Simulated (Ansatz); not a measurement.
Ansatz (a quantum-chemistry and plane-wave program) input (CCSD(T)/6-31G*):

Ansatz 0.2 input:
```yaml
crystal:
  periodic: [false, false, false]
  atoms:
    - {symbol: C, position_ang: [-2.28724345, 0.20998892, 0.43283074]}
    - {symbol: C, position_ang: [-1.40997046, -0.75502001, -0.27545508]}
    - {symbol: C, position_ang: [-0.00230147, -0.14598048, -0.43262285]}
    - {symbol: O, position_ang: [0.31940458, 0.42432585, -1.44564325]}
    - {symbol: C, position_ang: [0.91978405, -0.28515200, 0.76129804]}
    - {symbol: C, position_ang: [2.20796325, 0.51450266, 0.64573464]}
    - {symbol: H, position_ang: [-2.68197859, 1.06613958, -0.09538699]}
    - {symbol: H, position_ang: [-2.41875625, 0.16515991, 1.50443418]}
    - {symbol: H, position_ang: [-1.33546817, -1.69361803, 0.27887023]}
    - {symbol: H, position_ang: [-1.77492495, -0.95800834, -1.28370321]}
    - {symbol: H, position_ang: [0.35284850, -0.00886111, 1.65600909]}
    - {symbol: H, position_ang: [1.12975223, -1.35592701, 0.87356612]}
    - {symbol: H, position_ang: [2.83855422, 0.35660265, 1.52155353]}
    - {symbol: H, position_ang: [1.99694266, 1.58077797, 0.56101824]}
    - {symbol: H, position_ang: [2.76840224, 0.22309281, -0.24192797]}
basis:
  gaussian:
    orbitals: 6-31G*
magnetization: {spin_polarized: true, initial_magnetization: 1}
correlation: {method: ccsd_t, electrons: outside_noble_gas}
```

Output:

```
Functional definition: HF
integrals: 0.28 GiB planned
1136 factors; integrals over basis functions are off by at most 7.6e-4 eV
0.45 GiB of device memory are held for the factors and their scratch space
mean field: 0.45 GiB planned
mean field evaluation 1: about -7325.9138 eV, gradient 3.0e1 eV
mean field evaluation 2: about -7325.9170 eV, gradient 3.0e1 eV
mean field evaluation 4: about -7330.5162 eV, gradient 4.4e0 eV
mean field evaluation 8: about -7330.7107 eV, gradient 2.3e-1 eV
mean field evaluation 16: about -7330.6779 eV, gradient 1.5e0 eV
mean field evaluation 32: about -7325.1825 eV, gradient 3.9e0 eV
mean field -7330.71176290 eV, -269.3986883517 hartree, gradient 4.7e-6 eV, S^2 0.764176; 2 other end points of the search recorded, 0 dependent functions left out
6 core orbitals not correlated
reference -7330.71176290 eV, -269.3986883517 hartree; 18, 17 occupied and 84, 85 virtual orbitals, 1136 factors
second order -21.67664385 eV of doubles, -0.00000000 eV of singles
coupled cluster: 2.41 GiB planned
cycle   1  -22.45514342 eV  change   -7.8e-1 eV  update   1.2e-1
cycle   2  -23.08753090 eV  change   -6.3e-1 eV  update   3.7e-2
cycle   3  -23.27952439 eV  change   -1.9e-1 eV  update   2.1e-2
cycle   4  -23.28659445 eV  change   -7.1e-3 eV  update   6.4e-3
cycle   5  -23.28604044 eV  change    5.5e-4 eV  update   3.5e-3
cycle   6  -23.28617770 eV  change   -1.4e-4 eV  update   1.5e-3
cycle   7  -23.28605367 eV  change    1.2e-4 eV  update   9.0e-4
cycle   8  -23.28613555 eV  change   -8.2e-5 eV  update   3.7e-4
cycle   9  -23.28625651 eV  change   -1.2e-4 eV  update   1.9e-4
cycle  10  -23.28616327 eV  change    9.3e-5 eV  update   7.4e-5
cycle  11  -23.28619151 eV  change   -2.8e-5 eV  update   3.9e-5
cycle  12  -23.28620605 eV  change   -1.5e-5 eV  update   2.0e-5
perturbative correction -0.73084865 eV, -0.0268581925 hartree
Total energy: -7354.72881760 eV, -270.2812988325 hartree
```

It need not be the lowest isomer of its formula.
